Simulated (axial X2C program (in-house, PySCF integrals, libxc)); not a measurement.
## TaC: nuclear properties from DFT to coupled cluster

Computed with an in-house all-electron X2C program for linear molecules (integrals from PySCF): two-component X2C with atomic mean-field Coulomb and Gaunt terms, Gaussian nuclei, basis Ta dyall-acv3z, C dyall-av3z with contracted cores.

R = 1.770 Å (near the PBE0 minimum at charge 0 of the determinant lowest at the starting distance; the state shown can have its own minimum elsewhere); state Ω = 1/2 (⟨Sz⟩ = 0.50, ⟨Lz⟩ = 0.00 at PBE0).

```
level  Eeff magnitude (GV/cm)  Ws magnitude Ta (kHz)  A∥/gI Ta (MHz)  A∥/gI C (MHz)  μ (D)
 PBE0                   0.475                   0.22            3570            281  -2.95
   HF                    50.2                   98.4            2000            373  -2.30
B3LYP                   0.597                    2.1            3620            290  -2.89
```

Eeff is the effective electric field on the electron electric dipole moment in this Ω state and Ws the scalar–pseudoscalar constant of the nucleus named (defined with the proton number Z and per Ω); A∥ (defined per Ω) follows by multiplying with gI = μI/(I μN); μ is positive if the C end (last atom) is positive. The operators were transformed with the bare-nucleus X2C matrices; with these basis sets, hyperfine constants and field gradients can be off by tens of per cent, and where levels differ in sign neither size nor sign is settled.

Finite-field MP2, CCSD and CCSD(T), with 17 electrons correlated in 130 natural virtual spinors (MP2 remainder added):

| level | Eeff magnitude (GV/cm) | Ws magnitude Ta (kHz) | A∥/gI Ta (MHz) | A∥/gI C (MHz) | μ (D) |
| --- | --- | --- | --- | --- | --- |
| MP2 | 93 | 184 | 3480 | 249 | -4.41 |
| CCSD | 25.6 | 51.2 | 2790 | 267 | -2.95 |
| CCSD(T) | 31.4 | 62.6 | 2870 | 268 | -2.99 |

T1 = 0.083 (Lee–Taylor), a sign of multireference character. One unrestricted determinant, the lowest of a limited PBE0 search, is the reference; the functionals treat spin collinearly. The sign of Eeff is opposite to CCSD(T) at PBE0, HF. Eeff spreads by more than a factor of two over the levels. Correlation of the inner shells is missing, which matters for properties at the nucleus. Number of frozen shells: Ta 4 s, 3 p, 2 d, 1 f; C 1 s.

(1) By how much does correlation change each value, CCSD(T) against HF?

Results:

(1) A∥/gI Ta 44 %; A∥/gI C -28 %; μ 30 %.
